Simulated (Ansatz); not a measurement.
A structure relaxed at PBE-D4/def2-SVP in Ansatz, charge 0, singlet:

```csv
atom,x (Å),y (Å),z (Å)
W1,0.386,1.160,0.662
W2,0.175,-0.254,-1.426
W3,-0.768,-1.087,0.590
Se4,-2.225,-0.877,-1.405
Se5,2.481,0.663,1.447
Se6,-1.460,0.628,2.277
Se7,0.369,2.235,-1.606
Se8,1.044,-2.467,-0.539
```

Give its formula and point group.

the cluster W₃Se₅. Point group Cs (tolerance 0.1 Å).

Summarise the bond lengths by kind (pairs closer than 1.2 times the sum of covalent radii, bridged metal pairs left out).

9 × Se–W 2.29 to 2.54 Å.

In the def2 sets W takes a core potential; there is no spin–orbit coupling. The relaxation made no stability test and no search for a lower SCF solution. No other spin state of charge 0 was run. Another isomer (singlet) lies 0.06 eV lower at PBE0-D4/def2-TZVP; other spin states weren't run for this one.
